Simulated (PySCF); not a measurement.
## Level sweep

Compound: C₃H₉NSi.
InChI=1S/C3H9NSi/c1-2-3-4-5/h3H,2H2,1,5H3/b4-3-

PySCF, dipoles from the SCF density, polarisabilities from static response with core orbitals frozen. The structure is a single PBE0-D3(BJ)/def2-SVP conformer in the gas phase; no vibrational or solvent corrections.

The anisotropy is √(½[(α1 − α2)² + (α2 − α3)² + (α3 − α1)²]).

| level | μ (D) | α (au) | anisotropy (au) |
| --- | --- | --- | --- |
| LDA/def2-SVPD | 2.233 | 80.16 | 36.77 |
| PBE/def2-SVPD | 2.211 | 78.43 | 35.89 |
| B3LYP/def2-SVPD | 2.283 | 75.64 | 33.07 |
| PBE0/def2-SVPD | 2.299 | 75.06 | 32.83 |
| BHandHLYP/def2-SVPD | 2.384 | 72.58 | 30.71 |
| CAM-B3LYP/def2-SVPD | 2.330 | 74.21 | 31.33 |
| wB97X-D/def2-SVPD | 2.363 | 74.32 | 31.28 |
| LC-wPBE/def2-SVPD | 2.363 | 72.29 | 29.84 |
| HF/def2-SVPD | 2.580 | 69.68 | 28.66 |
| PBE0/6-31G* | 2.230 | 61.62 | 32.44 |
| PBE0/def2-SVP | 2.221 | 65.60 | 32.58 |
| PBE0/def2-TZVP | 2.281 | 72.42 | 33.06 |

The dipole runs from 2.21 D (PBE/def2-SVPD) to 2.58 D (HF/def2-SVPD). No reference polarisability is at hand; against PBE0 in the largest diffuse basis at hand (def2-SVPD) the other PBE0 rows deviate by 6-31G* -18%, def2-SVP -13%, def2-TZVP -4%. In one basis (def2-SVPD) the functionals order the polarisability from HF (lowest) to LDA (highest), a spread of 15%. With PBE0 the polarisability is 66.55 au without diffuse functions (mean of 6-31G*, def2-SVP and def2-TZVP) and 75.06 au with them (def2-SVPD).
